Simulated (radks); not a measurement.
Values are calculated unless marked as measured or tabulated.
All-electron atom: the tungsten ion W2+ in [Xe] 4f13 5d5 (not the ground configuration). Level of theory: Dirac Kohn-Sham, LDA (Slater exchange, Perdew-Wang correlation), spin-unpolarised, spherical densities, point nucleus; open shells fill j = l - 1/2 first (a radial shooting solver on a logarithmic mesh with Libxc functionals).

Radial electron density D(r) = 4 pi r^2 rho(r):

r (bohr),D(r) (e/bohr)
0.003337,42.29
0.004451,58.23
0.005936,75.98
0.007981,92.86
0.01064,103.3
0.0142,104.1
0.01894,97.20
0.02526,92.97
0.03395,104.4
0.04529,126.8
0.0604,134.5
0.08056,115.8
0.1075,105.6
0.1445,122.3
0.1927,110.0
0.257,69.76
0.3428,68.42
0.4572,73.03
0.6097,45.43
0.8198,23.09
1.093,15.63
1.458,9.115
1.945,3.813
2.594,1.221
3.488,0.2567
4.652,0.02875
6.205,0.001215

D(r) has 4 maxima, at r = 0.0126, 0.0567, 0.156, 0.415 bohr, and minima at 0.0245, 0.102, 0.294 bohr, inside which lie 2.03, 11.10, 29.83 electrons.
